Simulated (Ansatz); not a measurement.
Consider the formal exchange of groups at a Ge–B bond: `F[BH][GeH2][F]` + CH₄ → `[CH3][GeH2][F]` + `BF`.

Computed with Ansatz on PBE0-D4/def2-TZVP structures; ΔE is electronic, products minus reactants. CCSD(T)/CBS adds triple-zeta CCSD(T) − MP2 to the extrapolated MP2 energy (def2 sets, frozen cores). This one scheme is used for every species. Functionals use def2-TZVPP. For Ge outer-core shells are correlated without core-valence functions, which leaves a few kJ/mol of doubt a bond. Scalar relativity is left out up to krypton. One conformer a species, not always the lowest.

`F[BH][GeH2][F]`:

Cartesian coordinates in Å:
```
F -0.746 1.408 1.508
B -0.959 0.371 0.732
Ge 0.559 -0.324 -0.516
F 1.971 0.685 -0.309
H -2.045 -0.143 0.777
H 1.017 -1.756 -0.179
H 0.203 -0.242 -2.012
```

CH₄:

Cartesian coordinates in Å:
```
C 0.000 0.000 0.000
H 0.163 -0.631 -0.873
H 0.917 0.540 0.235
H -0.283 -0.621 0.849
H -0.797 0.713 -0.211
```

`[CH3][GeH2][F]`:

```xyz
8

C    -0.588   -0.262    0.823
Ge    0.416    0.268   -0.747
F     2.057   -0.278   -0.490
H    -1.629    0.053    0.730
H    -0.158    0.200    1.712
H    -0.557   -1.346    0.935
H     0.512    1.792   -0.926
H    -0.052   -0.426   -2.036
```

`BF`:

```xyz
4

B     0.017    0.014    0.044
F    -0.439   -0.362   -1.132
H     1.204    0.081    0.188
H    -0.783    0.267    0.899
```

Q: Is it downhill or uphill in electronic energy at CCSD(T)/CBS, and by how much? (Estimate.)

A: Computed: Downhill: ΔE = -0.13 eV.

Q: What do these levels give: revPBE-D4, r2SCAN-D4, PBE0-D4, r2SCAN, PBE0, r2SCAN0, BHLYP, CAM-B3LYP, RPA@PBE/def2-TZVPP, HF/def2-TZVPP, HF/def2-QZVPP, SCS-MP2/def2-QZVPP? (Best estimate.)

A: The calculation gave: revPBE-D4 0.00, r2SCAN-D4 -0.05, PBE0-D4 -0.05, r2SCAN -0.05, PBE0 -0.05, r2SCAN0 -0.09, BHLYP -0.12, CAM-B3LYP -0.09, RPA@PBE/def2-TZVPP -0.14, HF/def2-TZVPP -0.19, HF/def2-QZVPP -0.20, SCS-MP2/def2-QZVPP -0.19 eV.

Largest T1 diagnostic among the species: 0.013.

Leaving LDA and LC-ωPBE aside and taking each functional with its dispersion term where it has one, the values, not all of them listed here, spread over 0.14 eV, from PBE-QIDH to PBE-D4. From PBE to PBE0 (25 % exact exchange), in def2-TZVPP and without D4, ΔE moves by −0.06 eV.
